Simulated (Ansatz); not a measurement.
Diatomic AsP+, multiplicity 2 (lowest of 2S+1 = 2, 4 at CCSD(T)/def2-TZVPP on PBE0 minima; our sources give no spin for the ground state, which may be another). No spin–orbit coupling. As is treated without relativity. The T1 diagnostic near the minimum is 0.062, so single-reference values are doubtful.

Seven points along R, fitted to fifth degree in 1/R; most abundant isotopes. Runs in def2 and cc sets follow the lowest solution found near the PBE0 minimum.

The values were computed with Ansatz (a first-principles code) with Gaussian orbitals. Each number belongs to the level named beside it.

| level | r_e (Å) | ω_e (cm⁻¹) | ω_e x_e (cm⁻¹) |
|---|---|---|---|
| SVWN5/def2-TZVPP | 2.091 | (withheld) | 1.5 |
| PBE/def2-TZVPP | 2.112 | 524 | 1.5 |
| r2SCAN/def2-TZVPP | 2.089 | 552 | 1.5 |
| B97M-V/def2-TZVPP | 2.083 | 559 | 1.6 |
| B3LYP/def2-TZVPP | 2.094 | 544 | 1.5 |
| PBE0/def2-TZVPP | (withheld) | (withheld) | 1.4 |

Question: What belongs in the gaps?

Answer: 
- PBE0/def2-TZVPP, r_e (Å): 2.079
- PBE0/def2-TZVPP, ω_e (cm⁻¹): 567
- SVWN5/def2-TZVPP, ω_e (cm⁻¹): 537
